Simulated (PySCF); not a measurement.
How methods differ on the ionisation energy of Ar+

Ar+ [Ne] 3s2 3p5 (2P) → Ar(2+) [Ne] 3s2 3p4 (3P), as a difference of total energies. Calculation: PySCF 2.14, in aug-cc-pwCVTZ (8s7p5d3f, 75 functions); the non-relativistic Hamiltonian (point nucleus). Correlated levels: valence and next inner shell: 1s2 frozen. The calculations carry no spin-orbit coupling.

```csv
method,ionisation energy (eV)
UHF,26.366
MP2 (valence and next inner shell),27.417
SCS-MP2 (valence and next inner shell),27.407
CCSD (valence and next inner shell),27.371
CCSD(T) (valence and next inner shell),27.412
```

Q: How much does correlation contribute at CCSD(T) (valence and next inner shell)?

A: 27.412 − (26.366) = 1.046 eV, measured against UHF.

A first-order spin-orbit estimate (lowest level to lowest level, LS coupling) adds -0.006 eV.

Errors of the correlated levels include the incompleteness of this basis and the frozen core.

For comparison: 27.630 eV (measured; NIST Atomic Spectra Database, ionization energies).
